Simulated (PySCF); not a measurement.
BFH, SMILES [BH]F (connectivity only; charge and spin as stated), charge +1, multiplicity 1. Geometry optimised at PBE0-D3(BJ)/def2-TZVPD. The spin state was assumed, not searched. The isomer is the one that the SMILES or the coordinates give; other isomers of the formula were not compared.

PySCF with TDA-PBE/def2-TZVPD puts the lowest singlet excitations at 10.91, 10.93, 10.93, 11.03, 11.03, 13.56 eV and the lowest triplet (TDA) at 8.60 eV.

Problem. What are the lowest singlet roots from EOM-CCSD/aug-cc-pVDZ (PySCF)? (Estimate from the structure and the level; the computed values follow.)

Solution. 11.56, 11.56, 12.10, 12.12, 12.12, 14.25 eV; triplets 9.66, 9.66, 11.08 eV. S1 differs by 0.65 eV (second minus first; roots are paired by order, and the bases may differ).
